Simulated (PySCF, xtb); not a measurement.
CH8FNSi2, SMILES N(C)([SiH3])[SiH2]F.

GFN2-xTB (xtb 6.7.1) at its own geometry gives an orbital gap of 4.82 eV and a dipole moment of 1.89 D.

Geometry optimised at B3LYP-D3(BJ)/def2-SVP. The structure was generated by enumeration, and PubChem lists no compound with its InChIKey, so it may never have been made. One conformer was computed; it need not be the lowest.

Task: What does r2SCAN/def2-TZVP in PySCF give? (The exact figures need the calculation; the answer reports its results.)

Result: gap 6.18 eV (levels -6.48 and -0.31 eV), dipole 1.76 D.
